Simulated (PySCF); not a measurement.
Run record: geometry optimisation, NiI2(H2O)2, `[OH2]->[Ni](<-[OH2])([I])[I]` [triplet].

Computed with PBE0-D3(BJ)/def2-SVP geometry optimisation, gas phase, def2 core potentials past Kr (PySCF 2.14.0). Start geometry: GFN2-xTB. The command runs a driver script over a list of jobs; the input below is this job's line of settings and its coordinates in Å.

Command:
```bash
OMP_NUM_THREADS=1 python probes_run.py task.json out
```

Input:
```
{"job": {"xc": "PBE0", "basis": "def2-SVP", "d3": "d3bj", "grid": 1, "maxiter": 40, "shake": 0.03, "kind": "geom"}, "charge": 0, "multiplicity": 3}
Ni     0.550470    -0.046020     0.355810
I      0.224790     0.037640     2.731610
I      2.588190    -0.121230    -0.741530
O     -0.456710     1.796590    -0.473930
H     -0.120460     2.246120    -1.203020
H     -0.877760     2.446570     0.175370
O     -0.608360    -1.786500    -0.364740
H     -1.050320    -2.251640     0.310280
H     -0.117090    -2.390960    -0.815510
```

Output:
```
step   0  E = -2256.00301671  max force = 0.082193
step   1  E = -2256.02561503  max force = 0.012446
step   2  E = -2256.02832226  max force = 0.004709
step   3  E = -2256.02914595  max force = 0.012574
step   4  E = -2256.02978218  max force = 0.006465
step   5  E = -2256.03089217  max force = 0.005210
step   6  E = -2256.03261212  max force = 0.013378
step   7  E = -2256.03460608  max force = 0.013692
step   8  E = -2256.03539614  max force = 0.016709
step   9  E = -2256.03508861  max force = 0.010670
step  10  E = -2256.03709722  max force = 0.003322
step  11  E = -2256.03799712  max force = 0.006933
step  12  E = -2256.03866459  max force = 0.004028
step  13  E = -2256.03879444  max force = 0.002063
step  14  E = -2256.03886533  max force = 0.000920
step  15  E = -2256.03889217  max force = 0.000766
step  16  E = -2256.03890268  max force = 0.000231
optimisation converged
```

Energies in Eh; «max force» is the largest Cartesian gradient component in Eh/bohr.

**Question.** At which steps does the energy rise by more than 1e-5 Eh?

**Answer.** At step 9 (+0.31 mEh).

**Question.** Give the first gradient maximum in eV/Å.

**Answer.** With 1 Eh/bohr = 51.422 eV/Å, 4.227 eV/Å.

In short: final energy -2256.03890 Eh after 16 steps; dipole 1.93 D.

Time: 10 min wall; peak memory 0.60 GiB. Hardware: an Arm Neoverse V2 with one thread, shared host with 32 logical CPUs at a one-minute load of 11.
Labels such as C1 count atoms from 1, the log's own numbers from 0.
